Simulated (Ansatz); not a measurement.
Consider the cleavage of the Ge–Ge bond: `[F][GeH]([Cl])[GeH3]` + `C=C[SiH2]S` → `C=C[SiH2][S][GeH3]` + `[F][GeH2][Cl]`.

Isolated molecules relaxed with PBE0-D4/def2-TZVP in Ansatz; ΔE leaves out vibrations. CBS: MP2 limit from def2 TZ/QZ plus the TZ coupled-cluster correction, frozen cores. Functionals use def2-TZVPP. B3LYP here is the variant with VWN-RPA as its local correlation; programs differ in this. HSE06 is defined as in plane-wave codes. For Ge outer-core shells are correlated without core-valence functions, which leaves a few kJ/mol of doubt a bond. Scalar relativity is left out up to krypton. One conformer a species, not always the lowest.

`[F][GeH]([Cl])[GeH3]`:

Cartesian coordinates in Å:
```
F -2.041 -0.647 -0.955
Ge -0.303 -0.619 -0.913
Cl 0.290 -2.635 -0.463
Ge 0.374 0.841 0.899
H 0.139 -0.329 -2.356
H -0.120 2.264 0.611
H -0.243 0.303 2.193
H 1.905 0.821 0.984
```

`C=C[SiH2]S`:

Cartesian coordinates in Å:
```
C 0.667 1.351 -0.898
C 0.789 0.112 -0.429
Si -0.234 -0.507 0.988
S -1.426 -2.199 0.439
H -0.033 2.059 -0.462
H 1.259 1.716 -1.733
H 1.500 -0.562 -0.904
H -1.073 0.623 1.469
H 0.602 -1.030 2.098
H -2.051 -1.564 -0.567
```

`C=C[SiH2][S][GeH3]`:

Cartesian coordinates in Å:
```
C 0.357 -0.735 1.796
C 1.250 -0.037 1.101
Si 1.364 -0.047 -0.756
S -0.314 -1.001 -1.660
Ge -1.888 0.456 -1.054
H -0.375 -1.368 1.302
H 0.322 -0.709 2.881
H 1.963 0.582 1.647
H 2.553 -0.812 -1.213
H 1.486 1.355 -1.240
H -2.579 -0.020 0.233
H -1.239 1.830 -0.831
H -2.900 0.505 -2.206
```

`[F][GeH2][Cl]`:

Cartesian coordinates in Å:
```
F -0.852 -1.122 0.934
Ge 0.129 0.020 0.083
Cl -0.956 0.556 -1.674
H 1.412 -0.704 -0.322
H 0.267 1.249 0.980
```

| level | ΔE (kJ/mol) | difference from CCSD(T)/CBS |
| --- | --- | --- |
| LDA (SPW92) | -10.8 | 8.7 |
| PBE-D4 | -11.4 | 8.1 |
| revPBE-D4 | -16.0 | 3.5 |
| r2SCAN-D4 | -16.1 | 3.4 |
| PBE0-D4 | -16.5 | 3.0 |
| B3LYP-D4 | -14.4 | 5.1 |
| r2SCANh-D4 | -17.2 | 2.3 |
| HSE06-D4 | -16.3 | 3.2 |
| BHLYP-D4 | -20.2 | -0.7 |
| CAM-B3LYP-D4 | -14.9 | 4.6 |
| ωB97X-V | -19.1 | 0.4 |
| ωB97M-V | -18.7 | 0.8 |
| B2PLYP | -13.8 | 5.7 |
| PBE-QIDH | -21.4 | -1.9 |
| PBE | -5.7 | 13.8 |
| BLYP | 0.7 | 20.2 |
| r2SCAN | -14.6 | 4.9 |
| PBE0 | -11.5 | 8.0 |
| B3LYP | -5.3 | 14.2 |
| r2SCAN0 | -17.1 | 2.4 |
| HSE06 | -11.6 | 7.9 |
| BHLYP | -12.7 | 6.8 |
| CAM-B3LYP | -9.7 | 9.8 |
| LC-ωPBE | -16.0 | 3.5 |
| RPA@PBE/def2-TZVPP | -19.2 | 0.3 |
| HF/def2-SVP | -22.7 | -3.2 |
| MP2/def2-SVP | -28.7 | -9.2 |
| CCSD/def2-SVP | -22.2 | -2.7 |
| CCSD(T)/def2-SVP | -23.2 | -3.7 |
| HF/def2-TZVPP | -20.7 | -1.2 |
| MP2/def2-TZVPP | -26.3 | -6.8 |
| SCS-MP2/def2-TZVPP | -24.5 | -5.0 |
| CCSD/def2-TZVPP | -18.2 | 1.3 |
| CCSD(T)/def2-TZVPP | -20.0 | -0.5 |
| HF/def2-QZVPP | -20.2 | -0.7 |
| MP2/def2-QZVPP | -25.8 | -6.3 |
| SCS-MP2/def2-QZVPP | -24.5 | -5.0 |
| HF/CBS(def2) | -20.1 | -0.6 |
| MP2/CBS(def2) | -25.7 | -6.2 |
| CCSD/CBS(def2) | -17.6 | 1.9 |
| CCSD(T)/CBS | -19.5 | 0 |

Largest T1 diagnostic among the species: 0.012.

The D4 term adds −9.2 kJ/mol with B3LYP and −5.0 kJ/mol with PBE0; it sums over pairs of atoms, weighted by their polarisabilities, and B3LYP, whose exchange is more repulsive, gets the larger term. From PBE to PBE0 (25 % exact exchange), in def2-TZVPP and without D4, ΔE moves by −5.8 kJ/mol.
